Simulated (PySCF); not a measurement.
**Running PySCF for SbAs**

Input:

```python
from pyscf import gto, scf

mol = gto.M(
    atom='Sb 0 0 0; As 0 0 2.667',
    basis='def2-svp',
    ecp={'Sb': 'def2-svp'},
    charge=0,
    spin=0,
    symmetry=True,
    verbose=4,
)
mf = scf.RHF(mol)
mf.kernel()
mf.mulliken_pop()
mf.dip_moment()
print('orbital energies (hartree):', mf.mo_energy[..., max(0, mol.nelec[1]-3):mol.nelec[0]+3].round(4))
```

```bash
$ OMP_NUM_THREADS=1 python input.py
```

Output (some set-up lines and the per-cycle HOMO/LUMO lines with their warnings removed):

```
PySCF version 2.14.0

[INPUT] Symbol           X                Y                Z      unit          X                Y                Z       unit  Magmom
[INPUT]  1 Sb     0.000000000000   0.000000000000   0.000000000000 AA    0.000000000000   0.000000000000   0.000000000000 Bohr   0.0
[INPUT]  2 As     0.000000000000   0.000000000000   2.667000000000 AA    0.000000000000   0.000000000000   5.039899574215 Bohr   0.0

nuclear repulsion = 150.598238878245
point group symmetry = Coov
symmetry origin: [0.         0.         1.97996055]
symmetry axis x: [1. 0. 0.]
symmetry axis y: [0. 1. 0.]
symmetry axis z: [0. 0. 1.]
num. orbitals of irrep A1 = 22
num. orbitals of irrep E1x = 13
num. orbitals of irrep E1y = 13
num. orbitals of irrep E2x = 5
num. orbitals of irrep E2y = 5
number of shells = 22
number of NR pGTOs = 135
number of NR cGTOs = 58
basis = def2-svp
ecp = {'Sb': 'def2-svp'}

******** <class 'pyscf.scf.hf_symm.SymAdaptedRHF'> ********
method = SymAdaptedRHF
initial guess = minao
damping factor = 0
level_shift factor = 0
DIIS = <class 'pyscf.scf.diis.CDIIS'>
SCF conv_tol = 1e-09
SCF max_cycles = 50
Freeze 0 electrons in irreps []
    56 free electrons in irreps A1 E1x E1y E2x E2y
Initial guess from minao.
init E= -2446.34678859614
cycle= 1 E= -2471.01487337124  delta_E= -24.7  |g|=  2.2  |ddm|= 9.27
cycle= 2 E= -2469.80615522284  delta_E= 1.21  |g|= 2.72  |ddm|= 7.32
cycle= 3 E= -2473.09881978656  delta_E= -3.29  |g|= 0.312  |ddm|= 5.32
cycle= 4 E= -2473.10546090106  delta_E= -0.00664  |g|= 0.245  |ddm|= 0.579
cycle= 5 E= -2473.12578554764  delta_E= -0.0203  |g|= 0.0442  |ddm|= 0.265
cycle= 6 E= -2473.12678480466  delta_E= -0.000999  |g|= 0.023  |ddm|= 0.12
cycle= 7 E= -2473.12703299944  delta_E= -0.000248  |g|= 0.00442  |ddm|= 0.0302
cycle= 8 E= -2473.12704572035  delta_E= -1.27e-05  |g|= 0.00227  |ddm|= 0.0128
cycle= 9 E= -2473.12704906588  delta_E= -3.35e-06  |g|= 0.000586  |ddm|= 0.00479
cycle= 10 E= -2473.12705006284  delta_E= -9.97e-07  |g|= 0.000444  |ddm|= 0.0039
cycle= 11 E= -2473.12705034037  delta_E= -2.78e-07  |g|= 3.77e-05  |ddm|= 0.00276
cycle= 12 E= -2473.12705034281  delta_E= -2.44e-09  |g|= 6.3e-06  |ddm|= 0.000284
cycle= 13 E= -2473.12705034283  delta_E= -2.36e-11  |g|= 1.03e-06  |ddm|= 1.91e-05
Extra cycle  E= -2473.12705034283  delta_E= 9.09e-13  |g|= 7.03e-07  |ddm|= 3.07e-06
converged SCF energy = -2473.12705034283
 ** Mulliken pop  **
pop of  0 Sb 4s           2.10740
pop of  0 Sb 5s          -0.07589
pop of  0 Sb 6s           1.23450
pop of  0 Sb 7s           0.64483
pop of  0 Sb 4px          0.99032
pop of  0 Sb 4py          0.99032
pop of  0 Sb 4pz          0.98277
pop of  0 Sb 5px          1.01362
pop of  0 Sb 5py          1.01362
pop of  0 Sb 5pz          1.02357
pop of  0 Sb 6px          0.39447
pop of  0 Sb 6py          0.39447
[46 lines left out]
 ** Mulliken atomic charges  **
charge of    0Sb =      0.07693
charge of    1As =     -0.07693
Dipole moment(X, Y, Z, Debye):  0.00000,  0.00000, -1.07799
orbital energies (hartree): [-0.3407 -0.2839 -0.2839 -0.0295 -0.0295  0.0855]
```

In short: E(SCF) = -2473.127050 Eh, 13 cycles, μz(SCF) = -1.08 D.

Run time: 0.69 s on 1 thread of Intel Xeon 6975P-C (shared host).

Stability towards an unrestricted solution was not tested. The bond length is a typed value, not an optimised one.
